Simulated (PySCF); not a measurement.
# Checking a proposed structure

A compound C3H11NOSi4 gives the data below (simulated from a calculation) and was assigned the structure `CO[Si@@]1(C#N)[SiH2][SiH2][Si@H]1C`.

¹³C{¹H} NMR (computed): δ 124.9 (C), 64.1 (CH2), 20.3 (CH3).

¹H NMR (400 MHz, computed): δ 4.41 (m, 2H), 4.25 (m, 2H), 4.03 (m, 1H), 4.01 (m, 1H), 3.88 (q, 2H), 1.37 (t, 3H).

- σ from GIAO-PBE0/pcSseg-1
- GFN2-xTB geometry
- code: PySCF 2.14
- gas phase, relativity neglected, one computed conformer, averaged over atoms made equivalent by symmetry, fast rotation or ring inversion

Chemical shifts δ = σref − σ; ¹H (σ = 31.72 ppm), ¹³C (σ = 186.93 ppm) vs TMS, all at this level.

Task: Compare with the shifts computed for the proposed structure, pairing carbons in order of shift.

Result: Mapped SMILES: `[CH3:1][O:2][Si@@:3]1([C:4]#[N:5])[SiH2:6][SiH2:7][Si@H:8]1[CH3:9]`; H(Xn) means a hydrogen on atom n.

| atom | computed for proposal | given list | difference |
| --- | --- | --- | --- |
| C4 | 124.6 | 124.9 | -0.3 |
| C1 | 54.6 | 64.1 | -9.5 |
| C9 | -6.5 | 20.3 | -26.8 |

The rms difference is 16.4 ppm and the largest -26.8 ppm at C9 (methyl carbon bonded to Si). The carbon types in order of shift don't match either: C, CH3, CH3 for the proposal against C, CH2, CH3 in the data. The proposal doesn't fit.

Task: Which isomer fits?

Result: `InChI=1S/C3H11NOSi4/c1-2-5-9(3-4)7-6-8-9/h2,6-8H2,1H3`.

Carbon types of the structure: 1 × C, 1 × CH2, 1 × CH3, leaving 6 H on heteroatoms. δC 124.9: nitrile carbon; typical of a nitrile. δC 64.1: sp3 CH2 bonded to O; deshielded by the electronegative neighbour. δC 20.3: methyl carbon; a saturated carbon with 1 carbon neighbour and no heteroatom attached. δH 3.88: hydrogen on an sp3 CH2 bonded to O; its carbon carries O, which withdraws density.

Other isomers checked: CO[Si@@]1(C#N)[SiH2][SiH2][Si@@H]1C (rms 17.3 ppm).

The data come from this structure; uniqueness wasn't tested.

Shifts are as computed. Against solution values, carbons near 30 ppm lie about +3 ppm off and those near 130 ppm about +5 ppm. Of 1309 compounds with measured shifts, 239 miss one by over three times the rms of a fit or turn the order of signals round; such compounds aren't used in these exercises. Multiplicities follow the n + 1 count of equivalent neighbours, as no J values were calculated; m marks all less simple cases, F and P coupling included.
